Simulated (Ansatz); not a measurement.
Coupled-cluster diagnostics for (NaF)3 ring (Na₃F₃), Ansatz.

Geometry of the singlet (PBE-D4/def2-SVP):

```csv
atom,x (Å),y (Å),z (Å)
Na1,1.400,1.185,-0.814
F2,-0.550,1.496,-1.313
Na3,-1.934,0.269,-0.461
F4,-1.441,-1.220,0.838
Na5,0.535,-1.454,1.275
F6,1.991,-0.276,0.475
```

Correlated methods freeze 6 core orbitals; core or outer-core shells of Na are correlated, in sets that lack core-valence functions.

Problem. Estimate the CCSD(T) correlation energy, the shares of MP2 and (T), T1 and the reference's ⟨S²⟩ for: charge 0, singlet, own geometry in def2-TZVPP; and the rough time on 4 threads of Arm Neoverse V1 on a shared host.

Solution. 
```tsv
state	basis	correlation (eV)	MP2 share (%)	(T) share (%)	T1	⟨S²⟩ (pure)	wall time
charge 0, singlet, own geometry	def2-TZVPP	-36.742	97.3	2.1	0.011	0.00 (0.00)	2.6 min
```
Customary marks for T1 are 0.02 (closed shells), 0.045 (open shells) and about 0.05 (3d metals). T1 stays under 0.02 throughout.
